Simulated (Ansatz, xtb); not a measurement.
# FGaHOSi: which of two structures lies lower

Structure a: `F[SiH][O][Ga]`, a doublet. Structure b: a doublet given by its coordinates. Both are gas-phase species (loosely bound parts included), relaxed with PBE0-D3(BJ)/def2-SVP; the shapes shown needn't be the lowest conformers.

a (Å):

```yaml
atoms:
  - { symbol: F, position_ang: [0.7960, -1.5711, -2.3184] }
  - { symbol: Ga, position_ang: [-0.8081, 2.2215, -2.1511] }
  - { symbol: O, position_ang: [-0.0066, 0.8585, -3.0627] }
  - { symbol: Si, position_ang: [0.7896, -0.4892, -3.5411] }
  - { symbol: H, position_ang: [0.0592, -1.1513, -4.6796] }
```

b (Å):

```yaml
atoms:
  - { symbol: F, position_ang: [-0.8019, -1.6705, -0.3719] }
  - { symbol: Ga, position_ang: [-1.5451, -3.3657, -0.2023] }
  - { symbol: O, position_ang: [-1.0654, -1.5164, -2.8902] }
  - { symbol: Si, position_ang: [-1.7571, -2.9726, -3.1573] }
  - { symbol: H, position_ang: [-0.8567, -1.3347, -1.9310] }
```

Close contacts (Å): F1–Ga2 1.86, Ga2–Si4 2.99, O3–Si4 1.63, O3–H5 1.00.

Quicker runs give these differences E(b) − E(a): GFN2-xTB +20.3 kcal/mol; HF/STO-3G +26.8 kcal/mol (at GFN2-xTB geometries); r2SCAN-D4/def2-SVP +39.1 kcal/mol (at GFN2-xTB geometries).

Problem. Estimate E(b) − E(a) at the level CCSD(T)/def2-SVP + ΔMP2/def2-TZVPP.

Solution. Calculated at CCSD(T)/def2-SVP + ΔMP2/def2-TZVPP: E(b) − E(a) = +40.9 kcal/mol, so structure a lies lower.

The same difference at several levels:

| level | geometry | E(b) − E(a) (kcal/mol) | departure from the last row (kcal/mol) | job, with rough time for the two |
| --- | --- | --- | --- | --- |
| GFN2-xTB | GFN2-xTB | +20.3 | −20.6 | optimisation, 0.56 s |
| HF/STO-3G | GFN2-xTB | +26.8 | −14.1 | single point, 32 s |
| r2SCAN-D4/def2-SVP | GFN2-xTB | +39.1 | −1.8 | single point, 10 s |
| PBE0-D3(BJ)/def2-SVP | PBE0-D3(BJ)/def2-SVP | +34.1 | −6.7 | optimisation, 2.8 min |
| HF/def2-SVP | PBE0-D3(BJ)/def2-SVP | +46.9 | +6.0 | part of the CCSD(T) run |
| MP2/def2-SVP | PBE0-D3(BJ)/def2-SVP | +41.9 | +1.0 | part of the CCSD(T) run |
| CCSD(T)/def2-SVP | PBE0-D3(BJ)/def2-SVP | +36.6 | −4.3 | single point |
| CCSD(T)/def2-SVP + ΔMP2/def2-TZVPP | PBE0-D3(BJ)/def2-SVP | +40.9 |  | single point, 94 s |

The levels shown agree on the order. The largest departure from CCSD(T)/def2-SVP + ΔMP2/def2-TZVPP is that of GFN2-xTB, 20.6 kcal/mol. The last row adds to CCSD(T) the change of the MP2 difference between the two basis sets, here +4.3 kcal/mol, a large step that makes the value less sure.

With harmonic frequencies from PBE0-D3(BJ)/def2-SVP (ideal gas, rigid rotor, one conformer each, 298.15 K, 1 atm): on the last row, ΔE + ΔZPE = +42.2 kcal/mol. A mode under 50 cm⁻¹ makes harmonic enthalpies and free energies unreliable, so none is given.

Open shells are spin-unrestricted, with notable spin contamination under HF/STO-3G. The correlated steps freeze 16 core orbitals; the filled d shell of Ga is correlated, in a basis made for valence electrons. Run with Ansatz 0.2.0, xtb 6.7.1; the last row on 1 thread of Intel(R) Xeon(R) Platinum 8259CL CPU @ 2.50GHz (Skylake/Cascade Lake) on a shared host.
